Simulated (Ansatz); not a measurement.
`C[O][Ta]([F])([F])([F])[F]`, 10 atoms. Charge 0, multiplicity 1. Correlated methods include outer-core shells of Ta, which these sets cover unevenly. Ta takes the def2 core potential. All runs use 4 threads of an Arm Neoverse V1 on a shared host. Correlated methods freeze the cores.

Problem. Give the basis size and wall time and peak host memory of each of these runs in Ansatz. RHF-CCSD(T)/def2-SVP energy; RKS ωB97M-V/def2-TZVPP energy and forces; RHF-MP2/def2-TZVPP energy; RKS PBE-D4/def2-TZVPP energy and forces; direct RPA on PBE orbitals/def2-TZVPP energy; RKS ωB97M-V/def2-SVP energy; RKS B3LYP-D4/def2-TZVPP energy and forces; RKS PBE0-D4/def2-QZVPP energy; RKS PBE0-D4/def2-SVP energy; RKS PBE0-D4/def2-TZVP frequencies; RKS PBE0-D4/def2-TZVP relaxation (9 steps); RKS PBE-QIDH (frozen core)/def2-TZVPP energy. (Estimate.)

Solution. Ansatz gave: Other jobs shared the machine, so times are rough.

| level | job | functions | wall time | peak host memory (GiB) |
| --- | --- | --- | --- | --- |
| RKS PBE0-D4/def2-SVP | energy | 131 | 1.8 s | 0.49 |
| RKS PBE-D4/def2-TZVPP | energy and forces | 284 | 3.9 s | 0.4 |
| RHF-MP2/def2-TZVPP | energy | 284 | 6 s | 0.8 |
| RKS B3LYP-D4/def2-TZVPP | energy and forces | 284 | 7.5 s | 0.88 |
| RKS ωB97M-V/def2-SVP | energy | 131 | 8.5 s | 0.49 |
| RKS PBE-QIDH (frozen core)/def2-TZVPP | energy | 284 | 10 s | 0.87 |
| direct RPA on PBE orbitals/def2-TZVPP | energy | 284 | 11 s | 0.9 |
| RKS PBE0-D4/def2-QZVPP | energy | 513 | 12 s | 2 |
| RKS ωB97M-V/def2-TZVPP | energy and forces | 284 | 19 s | 1.1 |
| RHF-CCSD(T)/def2-SVP | energy | 131 | 42 s | 1.2 |
| RKS PBE0-D4/def2-TZVP | relaxation (9 steps) | 244 | 53 s | 0.73 |
| RKS PBE0-D4/def2-TZVP | frequencies | 244 | 3.9 min | 0.74 |

B3LYP here is the variant with VWN-RPA as its local correlation; programs differ in this.
